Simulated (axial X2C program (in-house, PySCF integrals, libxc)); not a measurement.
NaCu: cheaper levels and CCSD(T), with spin–orbit coupling

Computed with an axial X2C code built on PySCF integrals. Two-component (2c) means X2C with spin–orbit coupling and atomic mean-field two-electron Coulomb and Gaunt terms. Basis: Cu dyall-cv3z [9s9p6d3f2g], Na dyall-cv3z [9s8p5d2f] (cores contracted in-house); Gaussian nuclei, density fitting, unrestricted open shells. Masses: Cu 62.930 u, Na 22.990 u.

State: Ω = 0 (closed shell); fragments Cu + Na.

```
level  Re (Å)  ωe (cm⁻¹)  De (eV)
 PBE0   2.562      215.2     1.45
   HF   2.726      179.3    0.304
  MP2   2.559      220.9     1.29
 CCSD   2.586      208.0     1.44
PBE50   2.588      207.7     1.20
```

Correlated methods: 12 electrons correlated (number of frozen shells: Cu 3 s, 2 p; Na 2 s, 1 p), 270 virtual spin orbitals or spinors in MP2, 90 natural virtuals in coupled cluster.

CCSD(T), same Hamiltonian and basis:

Re = 2.570 Å, ωe = 213.2 cm⁻¹, De = 1.57 eV; T1 = 0.037 (Lee–Taylor normalisation).

(1) Give the differences from CCSD(T) in the columns below.

The state is a single determinant with fixed occupations, the lowest that a limited PBE0 search found. The closed shell is kept restricted, so the energy runs too high when the bond is stretched far. De is counted from the lowest determinant-based energies of the atoms at the same level, without counterpoise correction. Coupled cluster ran in a truncated set of natural virtual spinors; the MP2 energy of the rest was added. (T) has no such correction and the atoms are truncated less, which lowers De at CCSD(T) by a hundredth of an eV or more. The T1 diagnostic is large, a sign of multireference character.

## Answers

(1) 

```tsv
level	ΔRe (Å)	Δωe (cm⁻¹)	ΔDe (eV)
PBE0	-0.008	2.0	-0.12
HF	0.156	-33.9	-1.27
MP2	-0.011	7.7	-0.28
CCSD	0.016	-5.2	-0.13
PBE50	0.018	-5.5	-0.37
```
